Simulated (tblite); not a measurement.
Planning a vibrational analysis on `[SiH3][N]([SiH3])[Al]1[CH2]CC[CH2]1`.

Method: GFN2-xTB harmonic vibrations, gas phase (tblite 0.8.0). Geometry: GFN2-xTB. Work: Hessian by finite differences. A driver script takes a list of jobs; this job's settings line and coordinates (Å) are shown.

Command:
```bash
OMP_NUM_THREADS=1 python probes_run.py task.json out
```

Input:
```
{"job": {"kind": "ir", "xc": "GFN2-xTB", "basis": "xTB"}, "charge": 0, "multiplicity": 1}
Si    -2.513244    -1.457389     1.097860
N     -1.819299    -0.107863     0.247266
Si    -2.848953     1.155523    -0.360850
Al    -0.020878    -0.009621     0.000821
C      1.475771     0.177675     1.315488
C      2.614993    -0.180921     0.343902
C      2.386834     0.471048    -1.029790
C      1.081987    -0.038869    -1.668466
H     -3.211660    -1.004866     2.304788
H     -1.367550    -2.319805     1.434382
H     -3.460038    -2.168526     0.232572
H     -3.803994     0.620223    -1.335370
H     -3.586598     1.784644     0.739374
H     -1.930231     2.119899    -0.989564
H      1.640200     1.190198     1.704919
H      1.500739    -0.484787     2.186810
H      2.642481    -1.265838     0.204591
H      3.589193     0.127513     0.736075
H      3.250874     0.277779    -1.673172
H      2.318334     1.553162    -0.883617
H      1.258762    -1.028869    -2.106814
H      0.791868     0.609077    -2.502053
```

Hardware: one thread of an Arm Neoverse N1, shared host.

Question: Which is nearest to the wall time?
A. 0.26 s
B. 2.1 min
C. 2.1 s
D. 17 s

Answer: C. The run took 2.1 s. The Hessian needs 6N = 132 gradient evaluations, 16 ms each.

Other jobs ran on the host; a repeat could differ by tens of per cent or more.
